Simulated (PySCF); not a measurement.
Cartesian coordinates in Å; atom numbers follow the order of the lines, from 1:
```xyz
11

F    -2.537   -0.812   -0.313
C    -1.294   -0.522   -0.755
F    -1.308    0.780   -1.082
F    -1.164   -1.200   -1.916
C    -0.237   -0.867    0.232
C     0.583    0.045    0.713
C     1.074    1.397    0.804
C     1.677    0.475    1.543
H    -0.196   -1.904    0.518
H     0.982    2.404    0.479
H     2.425    0.206    2.247
```

No relativistic terms, equivalent nuclei averaged, one computed conformer, in vacuum. Structure optimised with GFN2-xTB; σ from GIAO-PBE0/pcSseg-1; PySCF.

δ = σ(ref) − σ, references computed at the same level: ¹³C (σ = 186.93 ppm) and ¹H (σ = 31.72 ppm) vs TMS; ¹⁹F (σ = 170.95 ppm) against CFCl3.

```tsv
atoms	nucleus	count	Hirshfeld charge	δ (ppm)
H10	¹H	1	0.10	?
H9	¹H	1	0.05	4.73
F1/F3/F4	¹⁹F	3	-0.11	-75.9
C7	¹³C	1	0.01	145.3
H11	¹H	1	0.09	?
C5	¹³C	1	-0.15	?
C2	¹³C	1	0.25	135.7
C6	¹³C	1	0.00	125.4
C8	¹³C	1	0.00	139.8
```

**Question.** Fill in the missing shifts.

**Answer.** 
- C5: 77.5 ppm, alkene CH
- H10: 8.54 ppm, hydrogen on an alkene CH
- H11: 8.15 ppm, hydrogen on an alkene CH

Shifts are as computed. Against solution values, carbons near 30 ppm lie about +3 ppm off and those near 130 ppm about +5 ppm (rms about the fit 2.1 ppm; single classes can miss by 10 ppm). Of 1328 compounds with measured shifts, 309 miss one by over three times the rms of a fit or turn the order of signals round; such compounds aren't used in these exercises. Signals without a measured value on file couldn't be tested in this way; 1H shifts scatter by 0.2 ppm about their fit, and single ones miss by 0.5 ppm. Unscaled 19F shifts against computed CFCl3 carry errors that often reach 10 to 50 ppm.
